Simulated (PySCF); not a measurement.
Excitation energy of Te²⁺ by level of theory

Te²⁺ [Kr] 4d10 5s2 5p2 (3P) → Te²⁺ [Kr] 4d10 5s1 5p2 6s1 (5P), as a difference of total energies. All numbers are calculated (PySCF 2.14, scalar relativity by spin-free X2C-1e, in aug-cc-pwCVTZ-DK3 (10s9p7d4f1g, 109 functions)). Correlated levels: valence: [Kr] 4d10 frozen; valence and next inner shell: [Ar] 3d10 frozen. The calculations carry no spin-orbit coupling.

```
                                method  excitation energy (cm⁻¹)
                                   UHF                    158960
                                   LDA                    177520
                                   PBE                    174680
                                  PBE0                    172840
                                r2SCAN                    172950
                                B2PLYP                    173530
                                  BLYP                    177980
                         MP2 (valence)                    166100
                     SCS-MP2 (valence)                    169280
    MP2 (valence and next inner shell)                    174560
SCS-MP2 (valence and next inner shell)                    175980
```

A first-order spin-orbit estimate (lowest level to lowest level, LS coupling) adds 0.095 eV.

The promoted electron is Rydberg-like, and one or two diffuse shells describe it only roughly, which tends to raise the upper state.
